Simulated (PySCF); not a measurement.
# Gd⁺ (gadolinium, charge +1): UHF calculation

Configuration: [Xe] 4f7 5d1 6p1, one real determinant (an excited configuration). Computed with PySCF 2.14 in x2c-TZVPPall (11s7p7d4f2g, 113 functions), with the spin-free X2C one-electron Hamiltonian (Gaussian nucleus).

| Property | Result |
| --- | --- |
| Total energy | -11266.467579 hartree |
| One-electron energy | -15388.0215 hartree |
| Hartree (Coulomb) energy | 4370.2167 hartree |
| Exchange energy | -248.6627 hartree |
| ⟨S²⟩ | 24.7565 |
| ⟨L²⟩ | 8.030 |
| Sum of ⟨r⟩ | 41.05 bohr |
| Sum of ⟨r²⟩ | 69.48 bohr² |
| Traceless quadrupole moment −½Σ⟨3z² − r²⟩ along its main axis | -8.75 e·bohr² |
| Langevin diamagnetic susceptibility | -55.0 ×10⁻⁶ cm³/mol |

```csv
shell,electrons,mean orbital energy (eV),spread (eV),"rms radius, mean of both spins (bohr)"
1s α,1,-50499.6,0,0.0249
1s β,1,-50499.6,0,0.0249
2s α,1,-8464.3,0,0.101
2s β,1,-8464.1,0,0.101
2p α,3,-7539.0,0.005,0.0907
2p β,3,-7538.8,0.048,0.0907
3s α,1,-1934.8,0,0.260
3s β,1,-1930.2,0,0.260
3p α,3,-1641.4,0.090,0.261
3p β,3,-1636.2,0.081,0.261
3d α,5,-1247.1,0.169,0.239
3d β,5,-1241.5,0.098,0.239
4s α,1,-424.23,0,0.588
4s β,1,-411.95,0,0.588
4p α,3,-325.22,0.124,0.624
4p β,3,-311.60,0.172,0.624
4d α,5,-184.72,0.413,0.687
4d β,5,-167.01,0.250,0.687
5s α,1,-70.539,0,1.44
5s β,1,-65.349,0,1.44
5p α,3,-43.379,0.685,1.67
5p β,3,-38.780,0.715,1.67
4f α,7,-30.196,0.120,0.925
5d α,1,-14.069,0,2.62
6p α,1,-8.142,0,5.17
```

⟨L²⟩ = 8.03 against 12 for a pure F term, so this real determinant mixes terms. Spin-orbit coupling, absent here, splits the open shell strongly.

Densities and radii are taken from the X2C orbitals without a picture-change correction, which distorts them close to the nucleus.

Spin-orbit constants ζ (cm⁻¹) from the X2C one-electron operator on these orbitals: bare nucleus, nucleus screened by l(l+1)(2l+1)/3 electrons, and screened by the Breit-Pauli mean field of the electrons.

```
shell     bare  screened nucleus  mean field
   2p  3606000           3493000         n/a
   3p   747100            723700         n/a
   3d   116600             98350         n/a
   4p   163700            158600         n/a
   4d    21550             18190         n/a
   4f     3093              1740         n/a
   5p    21570             20890         n/a
   5d     1311              1106         n/a
   6p     1378              1335         n/a
```

To first order the Landé constant is A = 131.4 cm⁻¹, so the lowest level has J = 3/2 and lies 0.269 eV below the centre of the term. This holds in LS coupling only.
